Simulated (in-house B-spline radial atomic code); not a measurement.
Configurations of Kr VIII (Kr7+), with energies counted from [Ar] 3d10 4s1. Computed with a B-spline radial code for spherical atoms: Dirac-Hartree-Fock, average of configuration, Fermi nucleus of rms radius 4.1884 fm. Energies include first-order Breit, QED and recoil terms.

Occupations are held fixed; configurations that lie above the ionisation limit could autoionise.

```tsv
configuration	E - E(ref) (eV)	highest orbital	its <r> (bohr)
[Ar] 3d10 (4p1/2)1	17.652	4p1/2	1.456
[Ar] (3d3/2)3 (3d5/2)6 4s2	82.97	4s1/2	1.319
[Ar] 3d10 (7d3/2)1	103.13	7d3/2	7.242
[Ar] (3d3/2)4 (3d5/2)5 4s1 (4f5/2)1	152.91	4f5/2	2.073
[Ar] (3d3/2)3 (3d5/2)6 4s1 (8g9/2)1	197.22	8g9/2	10.7
[Ne] 3s2 (3p1/2)1 (3p3/2)4 3d10 4s1 (8f7/2)1	328.13	8f7/2	10.86
```

Task: Order these further configurations by energy, lowest first.
A. [Ar] (3d3/2)4 (3d5/2)5 4s1 (5g7/2)1
B. [Ar] 3d10 7s1
C. [Ne] 3s2 (3p1/2)2 (3p3/2)3 3d10 4s1 (8d5/2)1
D. [Ne] 3s2 (3p1/2)1 (3p3/2)4 3d10 4s1 (7d3/2)1
E. [Ar] 3d10 (7g7/2)1

Result: B (97.693 eV), E (106.84 eV), A (174.68 eV), C (317.87 eV), D (320.39 eV).

Task: How far above the reference does [Ar] 3d10 (8p1/2)1 lie?

Result: 106.39 eV; its least bound orbital is 8p1/2 with <r> = 8.849 bohr.

Task: How far above the reference does [Ar] (3d3/2)3 (3d5/2)6 4s1 (7d5/2)1 lie?

Result: 189.12 eV; its least bound orbital is 7d5/2 with <r> = 7.159 bohr.
